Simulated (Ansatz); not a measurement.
Reaction (formal exchange of groups at a C–C bond): `CCCCCCCCCCS` + `CC` → `CCCCCCCCCCC` + CH₃SH

Program: Ansatz. Geometries: PBE0-D4/def2-TZVP. ΔE: electronic, gas phase. CCSD(T)/CBS adds triple-zeta CCSD(T) − MP2 to the extrapolated MP2 energy (def2 sets, frozen cores). This one scheme is used for every species. DFT in def2-TZVPP. B3LYP here is the variant with VWN-RPA as its local correlation; programs differ in this. Each species was taken in one conformer, which may not be the lowest.

| level | ΔE (eV) |
| --- | --- |
| PBE-D4 | 0.05 |
| PBE0-D4 | 0.04 |
| r2SCANh-D4 | 0.03 |
| r2SCAN0-D4 | 0.03 |
| B3LYP | 0.08 |
| HF/def2-TZVPP | 0.07 |
| CCSD(T)/def2-TZVPP | 0.03 |
| SCS-MP2/def2-QZVPP | 0.04 |

What does CCSD(T)/CBS give? (Estimate.)

Computed: +0.04 eV. The listed levels differ from it by 0.01, 0.00, -0.01, -0.01, 0.04, 0.03, -0.01, 0.00 eV.

Largest T1 diagnostic among the species: 0.009.

In def2-TZVPP, CCSD(T) changes the Hartree–Fock value by −0.04 eV (the triples alone add +0.00 eV) and MP2 by −0.04 eV. The D4 term adds −0.04 eV with B3LYP and −0.02 eV with PBE0; it sums over pairs of atoms, weighted by their polarisabilities, and B3LYP, whose exchange is more repulsive, gets the larger term.
